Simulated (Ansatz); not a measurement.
NbCl₂, SMILES [Nb]([Cl])[Cl] (connectivity only; charge and spin as stated), neutral, multiplicity 4. Atoms are numbered in the order given.

```xyz
3

Nb     0.0000     0.0000     0.0000
Cl     0.0000     0.0000    -2.3113
Cl     0.0000     0.0000     2.3113
```
Charge 0, spin multiplicity 4.

Geometry optimised at B3LYP-D3(BJ)/def2-TZVP. The spin state was assumed, not searched. The def2 effective core potentials stand for the cores of Nb; spin–orbit coupling is left out.

Two levels are set side by side: PBE-D3(BJ)/def2-TZVP (Ansatz, a program for electronic structure) and B3LYP-D3(BJ)/def2-TZVP (Ansatz). Each level has its own optimised geometry; the coordinates shown are those of the second. Differences are taken from unrounded values.

| quantity | B3LYP-D3(BJ) |
|---|---|
| mean bond length (Å) | 2.311 |
| bond Nb1–Cl2 (Å) | 2.311 |
| bond Nb1–Cl3 (Å) | 2.311 |

Task: What does PBE-D3(BJ) give, and how far is it from B3LYP-D3(BJ)? (The exact figures need the calculation; the answer reports its results.)

Result: 
| quantity | PBE-D3(BJ) | PBE-D3(BJ) minus B3LYP-D3(BJ) |
|---|---|---|
| mean bond length (Å) | 2.297 | -0.014 |
| bond Nb1–Cl2 (Å) | 2.297 | -0.014 |
| bond Nb1–Cl3 (Å) | 2.297 | -0.014 |

On these quantities the two levels nearly agree.
